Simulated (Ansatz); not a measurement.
CH$_{5}$PSSi (`P[SiH]1CS1`) at its PBE0-D4/def2-TZVP geometry, where that method's forces vanish. Total charge 0; spin multiplicity 1.

```
atom    x (Å)    y (Å)    z (Å)
  P1  -2.0880  -0.2367  -0.1244
 Si2  -0.0260   0.1579   0.6505
  C3   1.3023   0.6631  -0.5192
  S4   1.6249  -1.0344   0.1807
  H5  -2.3119  -1.3055   0.7850
  H6  -1.6062  -1.0890  -1.1524
  H7  -0.0535   0.7943   1.9881
  H8   1.1146   0.6531  -1.5889
  H9   2.0439   1.3973  -0.2193
```

(1) For each bond, give half the difference of the two atoms' forces along it (eV/Å; positive pushes the atoms apart) under PBE-D4, r2SCAN-D4, B3LYP-D4, ωB97M-V in def2-TZVPP. (Estimate.)

Results:

(1) The calculation gave: 
| bond | length (Å) | PBE-D4 | r2SCAN-D4 | B3LYP-D4 | ωB97M-V |
| --- | --- | --- | --- | --- | --- |
| P1–Si2 | 2.238 | 0.00 | 0.02 | 0.09 | 0.03 |
| P1–H5 | 1.421 | 0.21 | 0.01 | -0.05 | -0.12 |
| P1–H6 | 1.420 | 0.22 | 0.01 | -0.06 | -0.12 |
| Si2–C3 | 1.841 | 0.18 | 0.07 | 0.15 | 0.06 |
| Si2–S4 | 2.090 | 0.32 | 0.12 | 0.27 | 0.07 |
| Si2–H7 | 1.482 | 0.03 | -0.04 | -0.17 | -0.16 |
| C3–S4 | 1.864 | 0.27 | 0.22 | 0.39 | 0.13 |
| C3–H8 | 1.086 | 0.07 | -0.05 | -0.12 | -0.08 |
| C3–H9 | 1.086 | 0.08 | -0.05 | -0.12 | -0.09 |

B3LYP here is the variant with VWN-RPA as its local correlation; programs differ in this.

All numbers were calculated with Ansatz.
